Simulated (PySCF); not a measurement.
## Correlation energy of B⁺ (boron, charge +1)

[He] 2s2, closed-shell 1S. Computed with PySCF 2.14 in x2c-QZVPPall (7s4p3d2f1g, 57 functions), with scalar relativity by spin-free X2C-1e. Frozen: nothing; 4 electrons correlated.

```tsv
level	correlation energy (mhartree)
CCSD	-78.98
(T)	-0.41
CCSD(T)	-79.39
CCSDT	-79.42
```

Diagnostics: T1 = 0.0090, D1 = 0.0180, largest double amplitude 0.147.

Cost of the coupled-cluster step: roughly 2.3 core-seconds, for 4 correlated electrons.

This basis was not built for core-valence correlation, so the inner-shell part is incomplete.
